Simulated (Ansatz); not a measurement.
Isolated molecules relaxed with PBE0-D4/def2-TZVP in Ansatz; ΔE leaves out vibrations. CBS: MP2 limit from def2 TZ/QZ plus the TZ coupled-cluster correction, frozen cores. This one scheme is used for every species. Functionals use def2-TZVPP. Each species was taken in one conformer, which may not be the lowest.

`N[SiH2]B(N)O` → `NBO` + `N[SiH]`  (silylene formation by 1,1-elimination)

```
             level  ΔE (kJ/mol)
       LDA (SPW92)        154.7
RPA@PBE/def2-TZVPP        111.4
```

(1) What does CCSD(T)/CBS give? (An estimate is asked.)

Largest T1 diagnostic among the species: 0.015.

Results:

(1) Computed: +129.6 kJ/mol. The listed levels differ from it by 25.1, -18.2 kJ/mol.

At CCSD(T), def2-SVP lies −18.9 kJ/mol from the extrapolated value and def2-TZVPP −4.5 kJ/mol. From BLYP to BHLYP (50 % exact exchange), in def2-TZVPP and without D4, ΔE moves by +27.0 kJ/mol. In def2-TZVPP, CCSD(T) changes the Hartree–Fock value by +15.6 kJ/mol (the triples alone add +2.9 kJ/mol) and MP2 by +26.1 kJ/mol.

CCSD(T)/CBS has its own doubt, a few kJ/mol and more with outer-core shells, so smaller differences from it don't rank the levels.
